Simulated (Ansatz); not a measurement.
The same ligand exchange along the group O, S, Te.

Isolated molecules relaxed with PBE0-D4/def2-TZVP in Ansatz; ΔE leaves out vibrations. CCSD(T)/CBS adds triple-zeta CCSD(T) − MP2 to the extrapolated MP2 energy (def2 sets, frozen cores). This one scheme is used for every species. DFT in def2-TZVPP. Elements past krypton have def2 core potentials. For Te outer-core shells are correlated without core-valence functions, which leaves a few kJ/mol of doubt a bond. One conformer a species, not always the lowest.

```csv
reaction,MP2/CBS(def2) (kJ/mol),r2SCAN-D4 (kJ/mol),revPBE-D4 (kJ/mol),CCSD(T)/CBS(def2) (kJ/mol)
`[CH3][AlH][OH]` + `[NH2][AlH2]` → `[CH3][AlH][NH][AlH2]` + H₂O,41,46,41,41
`[CH3][AlH][SH]` + `[NH2][AlH2]` → `[CH3][AlH][NH][AlH2]` + H₂S,25,27,28,24
`[CH3][AlH][TeH]` + `[NH2][AlH2]` → `[CH3][AlH][NH][AlH2]` + H₂Te,35,28,31,30
```

Largest T1 diagnostic: 0.011, for `[CH3][AlH][OH]`.
